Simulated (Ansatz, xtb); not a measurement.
# Ge2H8OSi: 4 structures ranked

4 gas-phase structures of Ge2H8OSi, from a drawn sample of its isomers (lower ones may exist). Each was relaxed with GFN2-xTB; where two conformers were screened, the lower at r2SCAN-D4/def2-SVP//GFN2-xTB is listed:

A. `[OH][GeH2][SiH2][GeH3]`, a singlet
B. `O[SiH2][GeH2][GeH3]`, a singlet
C. `O[SiH]([GeH3])[GeH3]`, a singlet
D. `[OH][Ge@@H]([SiH3])[GeH3]`, a singlet

Q: Which do you expect lowest at r2SCAN-D4/def2-SVP//GFN2-xTB, and how would the others follow?

A: Calculated order at r2SCAN-D4/def2-SVP//GFN2-xTB: B (0.0), C (21.8), D (53.9), A (66.0) kJ/mol.

Energies above the lowest of each column, in kJ/mol; the last columns are at r2SCAN-D4/def2-SVP geometries:

```json
{"structure": "B", "GFN2-xTB": "0.0", "HF/STO-3G": "0.0", "r2SCAN-D4/def2-SVP//GFN2-xTB": "0.0", "r2SCAN-D4/def2-SVP": "0.0", "CCSD(T)/def2-SVP + ΔMP2/def2-TZVPP": "0.0"}
{"structure": "C", "GFN2-xTB": "28.8", "HF/STO-3G": "12.7", "r2SCAN-D4/def2-SVP//GFN2-xTB": "21.8", "r2SCAN-D4/def2-SVP": "17.8", "CCSD(T)/def2-SVP + ΔMP2/def2-TZVPP": "22.4"}
{"structure": "D", "GFN2-xTB": "51.7", "HF/STO-3G": "23.3", "r2SCAN-D4/def2-SVP//GFN2-xTB": "53.9", "r2SCAN-D4/def2-SVP": "58.6", "CCSD(T)/def2-SVP + ΔMP2/def2-TZVPP": "64.8"}
{"structure": "A", "GFN2-xTB": "77.9", "HF/STO-3G": "27.8", "r2SCAN-D4/def2-SVP//GFN2-xTB": "66.0", "r2SCAN-D4/def2-SVP": "66.4", "CCSD(T)/def2-SVP + ΔMP2/def2-TZVPP": "75.8"}
```

Every level run on B puts it lowest or level with the lowest. Flexible structures stand in one conformer each, not always the lowest. ΔMP2 is the change of the MP2 energy from the smaller to the larger basis.

Over these structures GFN2-xTB departs from r2SCAN-D4/def2-SVP//GFN2-xTB by 5.3 kJ/mol on average once a common shift is removed. A GFN2-xTB relaxation took about 0.25 s and the r2SCAN-D4/def2-SVP//GFN2-xTB energy about 4.5 s on a shared host (Ansatz 0.2.0, xtb 6.7.1).
